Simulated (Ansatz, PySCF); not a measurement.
C2H3Cl2FSi, SMILES F/C(=C/Cl)[SiH2]Cl.

The structure is a stationary point at B3LYP-D3(BJ)/def2-SVP. The structure was generated by enumeration; whether it is a known compound was not checked. One conformer was computed; it need not be the lowest.

Vertical ionisation energy (IE) and electron affinity (EA) in eV. Rows of orbital energies are one-electron estimates. Where ΔSCF, EOM or ADC give a negative EA the extra electron is unbound and the value depends on the basis.

| level | IE | EA |
|---|---|---|
| −ε(HOMO), −ε(LUMO), M06-2X/def2-TZVP (PySCF) | 8.90 | 0.54 |
| −ε(HOMO), −ε(LUMO), PBE/def2-TZVP (PySCF) | 6.44 | 2.28 |
| ΔSCF, PBE0/def2-TZVPD (Ansatz), final states of multiplicity 2 and 2 | 9.75 | -0.13 |
| ΔSCF, PBE/def2-TZVPD (Ansatz), final states of multiplicity 2 and 2 | … | … |

Task: Complete the blanks. (An estimate is asked for; the answer gives what the named calculation found.)

Result: 
- ΔSCF, PBE/def2-TZVPD (Ansatz, a quantum-chemistry and plane-wave program), final states of multiplicity 2 and 2, IE: 9.49
- ΔSCF, PBE/def2-TZVPD (Ansatz), final states of multiplicity 2 and 2, EA: -0.03

Task: What vertical singlet–triplet gap does ΔSCF give with PBE0/def2-TZVPD (Ansatz) and with PBE/def2-TZVPD (Ansatz)? (Estimate from the structure and the level; the computed values follow.)

Result: 3.53 and 3.56 eV (triplet above singlet where positive).
